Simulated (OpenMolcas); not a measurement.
An atom or ion with 74 electrons was computed by XMS-CASPT2, IPEA 0.25 Eh, imaginary shift 0.1 Eh with spin-orbit coupling (OpenMolcas, ANO-RCC-VTZP, DKH2). The lowest levels that the run gave, each within 12 % of the measured value where one is at hand:

```tsv
J	Parity	E (eV)	g
3	even	0.0000	1.980
0	even	1.761	
1	even	1.799	1.509
2	even	1.803	1.535
3	even	1.892	1.502
4	even	1.898	1.497
2	even	2.313	1.846
2	even	2.560	0.488
3	even	2.602	1.039
4	even	2.719	1.176
5	even	2.806	1.270
6	even	2.841	1.330
```

Problem. Which ion is it, and what are the configurations and terms?

Solution. Re II (Z = 75, charge +1; active space 6 electrons in 6 orbitals (5d 6s)). J, parity and g give the terms where levels are pure, and mixed ones are named by the computed weights; the size of the splittings, set against known spectra of the 74-electron sequence, gives the charge. In order, with the measured energies in eV (NIST Handbook of Basic Atomic Spectroscopic Data): 5d⁵ 6s ⁷S₃, 5d⁵ 6s ⁵D₀, 5d⁵ 6s ⁵D₁, 5d⁵ 6s ⁵D₂, 5d⁵ 6s ⁵D₃, 5d⁵ 6s ⁵D₄, 5d⁵ 6s ⁵S₂ [70 %] (2.1354), 5d⁵ 6s ⁵G₂ (2.3366), 5d⁵ 6s ⁵G₃ [69 %] (2.3730), 5d⁵ 6s ⁵G₄ (2.5371), 5d⁵ 6s ⁵G₅ (2.6007), 5d⁵ 6s ⁵G₆ (2.5766).

CASPT2 breaks the degeneracy within a term, and the mean is taken; among the terms shown or strongly mixed into the levels shown the widest spread is 1800 cm-1 (5d⁵ 6s ⁵G). Over all roots computed the reference weight is 0.87 to 0.93; the roots of lowest weight are the least certain, and an intruder state may touch them. Terms from blocks run as CI alone lack orbitals of their own. Measured partners are found by configuration, term and J. A level has none where our copy of the source lacks it or the pairing is in doubt (some pairs that miss far off the trend of their configuration count as doubtful), and it then counts in no deviation. Levels of configurations outside the active space are missing.

A share in square brackets marks a mixed level and gives the weight of the term that names it.
